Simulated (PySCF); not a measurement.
Strontium: a sound run and one with changed settings

Sound run: Sr⁺ [Kr] 5s1, Sr²⁺ [Kr]. Computed with PySCF 2.14 in x2c-SVPall, with the spin-free X2C one-electron Hamiltonian (Gaussian nucleus). The sound run starts from symmetry-adapted Hartree-Fock orbitals and uses a fine grid where one is needed.

A second run was set up differently.

```json
{"species": "Sr⁺", "method": "UHF", "sound run (hartree)": "-3176.84871", "changed run (hartree)": "-3176.84806", "converged": "no"}
{"species": "Sr⁺", "method": "M06-L", "sound run (hartree)": "-3178.60537", "changed run (hartree)": "-3178.60532", "converged": "no"}
{"species": "Sr⁺", "method": "PBE0", "sound run (hartree)": "-3178.42004", "changed run (hartree)": "-3178.41993", "converged": "no"}
{"species": "Sr²⁺", "method": "UHF", "sound run (hartree)": "-3176.46519", "changed run (hartree)": "-3176.46516", "converged": "no"}
{"species": "Sr²⁺", "method": "M06-L", "sound run (hartree)": "-3178.22800", "changed run (hartree)": "-3178.22790", "converged": "no"}
{"species": "Sr²⁺", "method": "PBE0", "sound run (hartree)": "-3178.01450", "changed run (hartree)": "-3178.01445", "converged": "no"}
```

(1) What was changed?
A. angular grid far too coarse
B. radial grid too coarse
C. basis contracted for another Hamiltonian
D. too few SCF iterations

Answers

(1) D. It used initial guess minao, at most 2 SCF cycles. The SCF was stopped early; the energies are upper bounds that still move, and correlated levels were skipped or rest on poor orbitals.
